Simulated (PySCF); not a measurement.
LC-wPBE single point of singlet SeH6 at its PBE0 minimum.

Input, equivalent to the run apart from its starting density:

```python
from pyscf import gto, scf, dft
mol = gto.M(atom='''
Se    -0.000000    -0.000000     0.000000
H      0.000000     0.000000     1.556527
H     -0.000000    -0.000000    -1.556527
H      1.556527    -0.000000    -0.000000
H      0.000000     1.556527    -0.000000
H     -1.556527     0.000000     0.000000
H     -0.000000    -1.556527     0.000000''',
    basis={'Se': 'def2-TZVP', 'H': 'def2-TZVP'},
    charge=0, spin=0)
mf = dft.RKS(mol, xc='LC_WPBE')
mf.grids.atom_grid = (75, 302)
aux = {'Se': 'def2-universal-JKFIT', 'H': 'def2-universal-JKFIT'}
mf = mf.density_fit(auxbasis=aux)
mf.conv_tol = 1e-08
mf.diis_space = 10
mf.max_cycle = 60
mf.verbose = 4
mf.kernel()
```

SCF log (excerpt):

```
init E= -2404.5820608733
  HOMO = -0.342070465532414  LUMO = 0.0277001424143446  gap/eV = 10.06197
cycle= 1 E= -2404.58419098942  delta_E= -0.00213  |g|= 0.0704  |ddm|= 0.165
  HOMO = -0.342746865524363  LUMO = 0.0273981529796723  gap/eV = 10.07216
cycle= 2 E= -2404.58436631003  delta_E= -0.000175  |g|= 0.0533  |ddm|= 0.057
  HOMO = -0.341573125454752  LUMO = 0.0289065299902145  gap/eV = 10.08126
cycle= 3 E= -2404.58454972148  delta_E= -0.000183  |g|= 0.00261  |ddm|= 0.0218
  HOMO = -0.341864566964171  LUMO = 0.0287900902982505  gap/eV = 10.08603
cycle= 4 E= -2404.58455174227  delta_E= -2.02e-06  |g|= 0.000775  |ddm|= 0.00552
  HOMO = -0.341731536390197  LUMO = 0.0289298767603334  gap/eV = 10.08621
cycle= 5 E= -2404.58455189193  delta_E= -1.5e-07  |g|= 3.25e-05  |ddm|= 0.000782
  HOMO = -0.341734628659798  LUMO = 0.0289274158920412  gap/eV = 10.08623
cycle= 6 E= -2404.58455189233  delta_E= -4.02e-10  |g|= 2.64e-06  |ddm|= 9.11e-05
  HOMO = -0.341734106060692  LUMO = 0.0289278362111718  gap/eV = 10.08623
Extra cycle  E= -2404.58455189235  delta_E= -1.55e-11  |g|= 7.25e-07  |ddm|= 1.16e-05
converged SCF energy = -2404.58455189235
```

This run, together with those of the ionised and electron-attached species (not shown), took 9.1 s on 2 threads of a shared Arm Neoverse V1 host, with 84 basis functions; the process peaked at 1.3 GiB.
